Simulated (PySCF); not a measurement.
Computed IR spectrum (relative IR intensity) of a molecule C6H6O. Coordinates come from a PBE-D3(BJ)/def2-SVP optimisation. Other conformers were not sampled. All values below come from PySCF 2.14.0 with PBE-D3(BJ)/def2-SVP. Harmonic, unscaled wavenumbers; measured fundamentals usually lie a few per cent lower.

| ν (cm⁻¹) | relative intensity |
|---|---|
| 123 | 6.1 |
| 318 | 3.7 |
| 541 | 2.7 |
| 558 | 5.9 |
| 722 | 25 |
| 782 | 4.9 |
| 863 | 8.2 |
| 869 | 36 |
| 979 | 6.5 |
| 1001 | 25 |
| 1072 | 25 |
| 1155 | 100 |
| 1255 | 84 |
| 1317 | 14 |
| 1425 | 3.2 |
| 1439 | 12 |
| 2012 | 7.5 |
| 2913 | 88 |
| 2940 | 27 |
| 3005 | 38 |
| 3075 | 5.7 |

Question: Which molecule gave these data?
(A) C#CC1=COCC1
(B) C=C=C1C=CCO1
(C) C#CC1=C(C)OC1
(D) C#C[C@@H]1CC=CO1

Answer: B, C=C=C1C=CCO1
